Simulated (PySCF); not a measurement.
# Ti⁺: ionisation energy

Ti⁺ [Ar] 3d2 4s1 (4F) → Ti²⁺ [Ar] 3d2 (3F), as a difference of total energies. Computed with PySCF 2.14 in def2-TZVPPD (6s6p4d2f1g, 67 functions), with no relativity, point nucleus. Correlated levels: valence: [Ar] frozen. The calculations carry no spin-orbit coupling.

| method | ionisation energy (eV) |
| --- | --- |
| UHF | 12.852 |
| MP2 (valence) | 13.024 |
| SCS-MP2 (valence) | 12.910 |
| CCSD (valence) | 13.074 |
| CCSD(T) (valence) | 13.077 |

How much does correlation contribute at CCSD(T) (valence)?

13.077 − (12.852) = 0.225 eV, measured against UHF.

These non-relativistic numbers lack the scalar-relativistic shift.

Errors of the correlated levels include the incompleteness of this basis and the frozen core.

For comparison: 13.575 eV (measured; NIST Atomic Spectra Database, ionization energies).
